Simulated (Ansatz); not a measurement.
Cost and result for the atomization energy of AlH$_{8}$NSi$_{2}$ (12 atoms, 12 bonds).

| atom | x (Å) | y (Å) | z (Å) |
| --- | --- | --- | --- |
| N1 | -0.878 | -0.702 | 0.686 |
| Si2 | 0.017 | -1.056 | -0.884 |
| Si3 | 0.910 | 1.092 | -1.080 |
| Al4 | 0.088 | 1.023 | 1.271 |
| H5 | -0.845 | -1.456 | 1.365 |
| H6 | -1.860 | -0.489 | 0.534 |
| H7 | 0.985 | -2.111 | -0.484 |
| H8 | -0.979 | -1.668 | -1.810 |
| H9 | 0.154 | 1.833 | -2.131 |
| H10 | 2.336 | 1.007 | -1.499 |
| H11 | 1.159 | 0.512 | 2.338 |
| H12 | -1.088 | 2.016 | 1.693 |

Charge 0, multiplicity 1. The bonds changed during the relaxation, so this is another structure than the one it started from. Geometry: relaxed with PBE0-D4/def2-TZVP. It is one conformer, not always the lowest. Program: Ansatz. All runs use 4 threads of an Arm Neoverse V2 on a shared host. Times are those of one run each, without the atoms' runs, and a repeat can differ threefold. Electronic energies, without spin–orbit coupling; frozen cores. CCSD(T)/CBS adds CCSD(T) − MP2 in def2-TZVPP to the MP2 limit, and its time is that of the two runs behind it. T1 = 0.013. B3LYP takes the VWN-RPA correlation (the form of Gaussian; ORCA's B3LYP/G).

CCSD(T)/CBS is a level of theory with its own doubt, some kJ/mol a heavy atom from the limit and from the frozen cores, so smaller differences don't rank the functionals.

```
                             level  functions  wall time
   PBE-D4/def2-TZVPP (with forces)        269        3 s
                PBE0-D4/def2-TZVPP        269      3.7 s
r2SCAN-D4/def2-TZVPP (with forces)        269        6 s
 B3LYP-D4/def2-TZVPP (with forces)        269        6 s
                 B2PLYP/def2-TZVPP        269      6.5 s
                ωB97X-V/def2-TZVPP        269       10 s
  ωB97M-V/def2-TZVPP (with forces)        269       15 s
                    MP2/def2-QZVPP        507       26 s
                CCSD(T)/def2-TZVPP        269      110 s
                 CCSD(T)/CBS(def2)          –    2.3 min
```

Q: What atomization energy does each give, and how far from CCSD(T)/CBS? (Estimate.)

A: The calculation gave: 
```json
{"level": "PBE-D4/def2-TZVPP (with forces)", "atomization (kJ/mol)": "3536.3", "difference from CCSD(T)/CBS": "-27.8", "per bond": "-2.3"}
{"level": "PBE0-D4/def2-TZVPP", "atomization (kJ/mol)": "3517.9", "difference from CCSD(T)/CBS": "-46.2", "per bond": "-3.8"}
{"level": "r2SCAN-D4/def2-TZVPP (with forces)", "atomization (kJ/mol)": "3552.3", "difference from CCSD(T)/CBS": "-11.8", "per bond": "-1.0"}
{"level": "B3LYP-D4/def2-TZVPP (with forces)", "atomization (kJ/mol)": "3554.6", "difference from CCSD(T)/CBS": "-9.5", "per bond": "-0.8"}
{"level": "B2PLYP/def2-TZVPP", "atomization (kJ/mol)": "3494.9", "difference from CCSD(T)/CBS": "-69.2", "per bond": "-5.8"}
{"level": "ωB97X-V/def2-TZVPP", "atomization (kJ/mol)": "3592.8", "difference from CCSD(T)/CBS": "28.7", "per bond": "2.4"}
{"level": "ωB97M-V/def2-TZVPP (with forces)", "atomization (kJ/mol)": "3562.8", "difference from CCSD(T)/CBS": "-1.3", "per bond": "-0.1"}
{"level": "MP2/def2-QZVPP", "atomization (kJ/mol)": "3496.7", "difference from CCSD(T)/CBS": "-67.4", "per bond": "-5.6"}
{"level": "CCSD(T)/def2-TZVPP", "atomization (kJ/mol)": "3463.5", "difference from CCSD(T)/CBS": "-100.6", "per bond": "-8.4"}
{"level": "CCSD(T)/CBS(def2)", "atomization (kJ/mol)": "3564.1", "difference from CCSD(T)/CBS": "0.0", "per bond": "0.0"}
```

The D4 term adds +48.4 kJ/mol with B3LYP and +25.4 kJ/mol with PBE0; it sums over pairs of atoms, weighted by their polarisabilities, and B3LYP, whose exchange is more repulsive, gets the larger term. In def2-TZVPP, CCSD(T) changes the Hartree–Fock value by +854.6 kJ/mol (the triples alone add +38.8 kJ/mol) and MP2 by +828.0 kJ/mol; breaking electron pairs costs correlation energy, which Hartree–Fock lacks. From PBE to PBE0 (25 % exact exchange), in def2-TZVPP and without D4, the atomization energy moves by −14.0 kJ/mol: exact exchange takes away binding that semilocal exchange gives to molecules.
